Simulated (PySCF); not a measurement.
# TlF: one state, many levels of theory

State: ¹Σ⁺ (singlet), closed shell. Set-up: Tl cc-pVDZ-PP with ECP60, F cc-pVDZ; scalar-relativistic core potentials (PySCF 2.14). De refers to Tl + F in their high-spin ground configurations, without counterpoise correction. A positive dipole means Tl(−)F(+).

| Level | Re (Å) | ωe (cm⁻¹) | De (eV) | μ (D) |
| --- | --- | --- | --- | --- |
| RHF | 2.091 | 517 | 2.91 | -4.17 |
| RHF-MP2 | 2.091 | 526 | 4.70 | n/a |
| RHF-SCS-MP2 | 2.094 | 521 | 4.55 | n/a |
| RHF-CCSD | 2.095 | 519 | 4.33 | n/a |
| RHF-CCSD(T) | 2.098 | 516 | 4.42 | n/a |
| PBE | 2.116 | 493 | 5.27 | -3.31 |
| r²SCAN | 2.098 | 512 | 5.00 | -3.46 |
| TPSSh | 2.102 | 507 | 4.95 | -3.49 |
| PBE0 | 2.095 | 514 | 4.80 | -3.63 |
| M06 | 2.106 | 508 | 5.21 | -3.93 |
| M06-2X | 2.098 | 514 | 4.70 | -3.99 |
| ωB97X | 2.089 | 524 | 5.09 | -3.60 |

Task: What are the measured Re and ωe, and which levels come closest?

Result: Re = 2.084438 Å and ωe = 477.3 cm⁻¹ (Huber and Herzberg, Constants of Diatomic Molecules (1979)). Closest are ωB97X for the length (off by 0.005 Å) and PBE for the frequency (off by 3.4 %).

| Level | error in Re (pm) | error in ωe (%) |
| --- | --- | --- |
| RHF | 0.6 | 8.3 |
| RHF-MP2 | 0.6 | 10.2 |
| RHF-SCS-MP2 | 1.0 | 9.3 |
| RHF-CCSD | 1.1 | 8.6 |
| RHF-CCSD(T) | 1.3 | 8.2 |
| PBE | 3.2 | 3.4 |
| r²SCAN | 1.4 | 7.3 |
| TPSSh | 1.8 | 6.3 |
| PBE0 | 1.1 | 7.7 |
| M06 | 2.1 | 6.4 |
| M06-2X | 1.4 | 7.6 |
| ωB97X | 0.5 | 9.9 |

Correlated steps freeze 5 core orbitals. Correlated levels converge slowly with the basis: in double zeta they bind strong bonds too weakly, by up to about 1 eV, and carry superposition errors of some tenths. Spin–orbit coupling is left out, which matters for elements this heavy, above all for dissociation energies. Where the molecule has an RHF reference, its open-shell atoms are computed with UHF.

The whole job (state search and all levels along the bond) took about 1.1 min on 1 thread of Arm Neoverse V1 (shared host), peak memory 0.41 GiB.
